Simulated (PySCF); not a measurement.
## H₂RuN, quartet: structure and spectrum

Level of theory: PySCF, UPBE0, basis Ru def2-TZVP with ECP28, N def2-TZVP, H def2-TZVP (scalar-relativistic core potentials, no spin–orbit coupling, density fitting).

The structure is a saddle point with 1 imaginary mode.

```json
{
  "Point group": "C2v",
  "Bond lengths": "H–H 0.780 Å, Ru–H 2.118 Å (×2), Ru–N 1.635 Å",
  "Bond angles": "H–H–Ru 79.4° (×2), H–Ru–H 21.2°, H–Ru–N 169.4° (×2)",
  "Principal polarisabilities": "44.5, 55.5, 64.8 bohr³",
  "Lowest empty level (α)": "-2.86 eV",
  "Atomisation energy without zero-point energy": "823 kJ/mol",
  "Principal quadrupole moments (Buckingham, traceless) about the centre of mass": "-1.15, 0.01, 1.14 D Å",
  "Spin squared ⟨S²⟩": "3.774",
  "Dipole moment": "3.71 D",
  "Rotational constants": "55, 0.3902, 0.3875 cm⁻¹",
  "Zero-point energy (real modes)": "39.2 kJ/mol",
  "Highest occupied level (α)": "-5.57 eV"
}
```

Harmonic modes (masses in u: Ru 101.904, N 14.003, H 1.008):
```tsv
symmetry	ω (cm⁻¹)	IR (km/mol)
b1	120i	–
b2	205	2.6
a1	496	3.7
b2	1002	23.2
a1	1027	99.2
a1	3828	146
```

In C2v the vibrations span b1 + 2b2 + 3a1. Here b1 is antisymmetric to the molecular plane and b2 lies in it.

Charges (e):
```tsv
atom	Mulliken	Löwdin	polar tensor	spin (Mulliken)	Mayer order to Ru1
Ru1	0.38	0.11	0.37	2.43	–
N2	-0.49	-0.26	-0.54	0.53	2.66
H3,4	0.05	0.07	0.08	0.02	0.16
```
Other Mayer orders above 0.3: H–H 0.78.

Mulliken populations on Ru1 (electrons outside its core potential): s 2.71, p 6.13, d 6.76, f 0.01.

Other isomers or separated fragments may lie lower. Open d and f shells are described by one determinant, and the ground state may have another occupation or spin. At this level a quartet minimum of Cs symmetry lies 50 kJ/mol below this structure.

The final relaxation and frequency run took 43 s on 2 threads of a shared Arm Neoverse V1 host, with 83 basis functions and 13 gradients; the process peaked at 0.96 GiB.
